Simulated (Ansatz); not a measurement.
Conformers of `C[NH][GeH2][NH]C`, each relaxed with PBE0-D4/def2-TZVP in Ansatz. CBS adds the triple-zeta coupled-cluster correction to the MP2 limit.

Outer-core shells of Ge are correlated without core-valence functions. Scalar relativity is left out up to krypton. Spin–orbit coupling is left out.

Not all of them had a frequency check.

Conformer A:

Cartesian coordinates in Å:
```
C -0.812 2.253 -1.424
N -0.582 0.848 -1.162
Ge 0.019 0.286 0.471
N 0.541 -1.443 0.181
C 0.806 -2.334 1.291
H -1.731 2.658 -0.977
H -0.857 2.438 -2.502
H 0.025 2.839 -1.035
H -1.303 0.257 -1.548
H 1.123 1.303 0.857
H -1.021 0.197 1.616
H 1.217 -1.537 -0.563
H 0.017 -2.230 2.040
H 0.792 -3.376 0.956
H 1.765 -2.160 1.800
```

Conformer B:

```xyz
15

C    -0.998   -1.903    0.179
N    -1.348   -0.498    0.229
Ge   -0.563    0.676   -0.933
N     1.205    0.670   -0.466
C     1.608    1.171    0.832
H    -1.455   -2.454   -0.656
H    -1.286   -2.404    1.108
H     0.086   -1.999    0.084
H    -2.334   -0.343    0.376
H    -1.312    2.012   -0.716
H    -0.582    0.261   -2.424
H     1.834    0.944   -1.206
H     1.611    2.268    0.913
H     0.925    0.785    1.592
H     2.610    0.814    1.087
```

(1) Which is lowest in electronic energy at CCSD(T)/CBS (frozen core, def2 sets), and by how much? (An estimate is asked.)

(2) Give the energies relative to B (kJ/mol) with PBE-D4/def2-TZVPP, ωB97X-V/def2-TZVPP, PBE/def2-TZVPP, PBE0/def2-TZVPP, B3LYP/def2-TZVPP, SCS-MP2/def2-TZVPP, MP2/def2-QZVPP. (An estimate is asked.)

Results:

(1) Computed: B; A lies 4.1 kJ/mol higher.

(2) Ansatz gave: 
| level | A |
| --- | --- |
| PBE-D4/def2-TZVPP | 4.7 |
| ωB97X-V/def2-TZVPP | 4.6 |
| PBE/def2-TZVPP | 3.0 |
| PBE0/def2-TZVPP | 2.9 |
| B3LYP/def2-TZVPP | 2.4 |
| SCS-MP2/def2-TZVPP | 4.3 |
| MP2/def2-QZVPP | 4.8 |

B3LYP here is the variant with VWN-RPA as its local correlation; programs differ in this.
